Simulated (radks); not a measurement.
The numbers below are computed, except where a source is named.
Excited configurations of the niobium ion Nb12+: one electron is placed in a higher orbital outside [Ar] 3d10. The ground configuration is [Ar] 3d10 4s1. Code: a radial shooting solver on a logarithmic mesh with Libxc functionals. Model: Dirac Kohn-Sham, PBE, spin-unpolarised, spherical densities, point nucleus; open shells fill j = l - 1/2 first. Excitation = E - E(ground); binding = E(ion) - E, where the ion is the core of charge +13; n* = 13/sqrt(2 binding) in atomic units. These energies are relativistic, and a one-electron ion of charge +13 with no core already has n* below n in this formula (Dirac formula, point nucleus: 4f5/2 3.999, 5p1/2 4.996, 5d3/2 4.998, 5f5/2 4.999, 6s1/2 5.996, 6d3/2 5.998, 6f5/2 5.999, 7d3/2 6.998, 7f5/2 6.999). The quantum defect is therefore taken as that value minus n*, so that it holds no relativistic shift of the bare ion.

outer orbital  excitation (eV)  binding (eV)     n*  quantum defect  eigenvalue (eV)  <r> (bohr)
4f5/2                   118.99        151.10  3.901           0.098          -142.24       1.259
5p1/2                   132.65        137.44  4.090           0.906          -132.44       1.883
5d3/2                   153.17        116.92  4.435           0.564          -112.32       2.066
5f5/2                   172.53        97.566  4.855           0.145          -93.276       2.246
6s1/2                   175.37        94.724  4.927           1.069          -91.514       2.822
6d3/2                   192.15        77.941  5.432           0.567          -75.164       3.202
7d3/2                   214.37        55.723  6.424           0.575          -53.829       4.564
7f5/2                   220.55        49.539  6.813           0.186          -47.777       4.906

Estimate the row for 6f5/2.

Answer. excitation (eV) 202.47; binding (eV) 67.627; n* 5.831; quantum defect 0.168; eigenvalue (eV) -65.034; <r> (bohr) 3.462. The Delta-SCF ionisation energy is 270.09 eV (NIST Atomic Spectra Database: 268.59 eV, measured). Self-interaction in the functional shifts the binding energies and quantum defects, so they are the method's values and not measured ones. Spin polarisation and multiplet splitting are left out, so open shells lie too high by an amount that depends on their filling.

Beside tabulated values, note that spin-unpolarised runs miss the spin-polarisation part of the exchange energy of open shells.
